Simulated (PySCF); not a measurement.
Method: TPSSh-D3(BJ)/def2-TZVP (PySCF). Isolated molecules, 0 K electronic values unless said otherwise. 

Reference species (SMILES): `[Br]` (neutral, multiplicity 2).

The dipole moment is 0.00 D.

Changed species: `[GaH2]` (radical fragment; the reference has radical fragment).

Question: What does the change do to the dipole moment?

Answer: the dipole moment goes up by 0.29 D, to 0.29 D.
